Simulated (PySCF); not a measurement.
C2H6GeO.

```xyz
10

Ge     0.3107    -0.2541    -0.3812
O      1.7269    -0.2037     0.7076
C     -1.1062     0.9205     0.2270
C     -2.2409     0.4467     0.7502
H     -0.1684    -1.7099    -0.3034
H      0.7619     0.1378    -1.8067
H      2.1785     0.6462     0.6941
H     -0.9793     2.0069     0.1360
H     -2.4197    -0.6290     0.8641
H     -3.0470     1.1068     1.0908
```

Coordinates come from a PBE0-D3(BJ)/def2-SVP optimisation. Other conformers were not sampled.

Method: HF/pcSseg-1 in PySCF. Non-relativistic, no solvent.

Computed absolute GIAO shielding of each atom: isotropic value and principal components (ppm):
```csv
atom,σ(iso),σ11,σ22,σ33,span
Ge1,1533.0,1459.2,1523.6,1616.2,157.0
O2,343.4,303.3,346.5,380.5,77.2
C3,50.8,-84.9,53.0,184.2,269.1
C4,44.5,-99.2,65.7,167.1,266.3
H5,27.2,21.3,22.9,37.5,16.3
H6,26.9,20.8,22.3,37.7,16.9
H7,31.5,21.7,26.1,46.8,25.0
H8,25.4,23.9,24.4,27.8,3.9
H9,25.5,21.4,24.1,30.9,9.5
H10,25.3,21.8,24.1,29.9,8.1
```
